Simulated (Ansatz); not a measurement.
`C[O][Sb]([SiH3])[O]C` and `CO[As]([SiH3])OC` differ in one element.

Ansatz, PBE0-D4/def2-TZVP geometries, multiplicity 1. Each molecule was computed in one conformer, which needn't be the lowest.

Elements past krypton have def2 core potentials. Scalar relativity is left out up to krypton.

```json
{"property": "zero-point energy (PBE0-D4/def2-TZVP) / kJ/mol", "`C[O][Sb]([SiH3])[O]C`": "282.0"}
{"property": "HOMO–LUMO gap (PBE/def2-TZVPP) / eV", "`C[O][Sb]([SiH3])[O]C`": "3.93"}
{"property": "size of the dipole moment (PBE/def2-TZVPP) / D", "`C[O][Sb]([SiH3])[O]C`": "1.83"}
{"property": "HOMO–LUMO gap (B3LYP/def2-TZVPP) / eV", "`C[O][Sb]([SiH3])[O]C`": "5.39"}
{"property": "HOMO–LUMO gap (ωB97M-V/def2-TZVPP) / eV", "`C[O][Sb]([SiH3])[O]C`": "9.50"}
{"property": "HOMO–LUMO gap (PBE0/def2-TZVPP) / eV", "`C[O][Sb]([SiH3])[O]C`": "5.77"}
```

Problem. Give the same properties after the change, and the shifts. (Best estimate.)

Solution. Computed: 
```tsv
property	`CO[As]([SiH3])OC`	shift
zero-point energy (PBE0-D4/def2-TZVP) / kJ/mol	286.0	4.0
HOMO–LUMO gap (PBE/def2-TZVPP) / eV	4.40	0.47
size of the dipole moment (PBE/def2-TZVPP) / D	1.57	-0.26
HOMO–LUMO gap (B3LYP/def2-TZVPP) / eV	6.00	0.61
HOMO–LUMO gap (ωB97M-V/def2-TZVPP) / eV	10.32	0.82
HOMO–LUMO gap (PBE0/def2-TZVPP) / eV	6.39	0.62
```

With PBE0 the HOMO falls by 0.05 eV and the LUMO rises by 0.57 eV, so the gap widens by about 0.62 eV. PBE moves the HOMO by 0.01 eV and ωB97M-V by -0.11 eV. Dipoles are sizes alone; their direction can turn.

B3LYP here is the variant with VWN-RPA as its local correlation; programs differ in this.

Spin–orbit coupling is left out; it splits and shifts lone-pair levels of the heavy atoms by tenths of an eV.
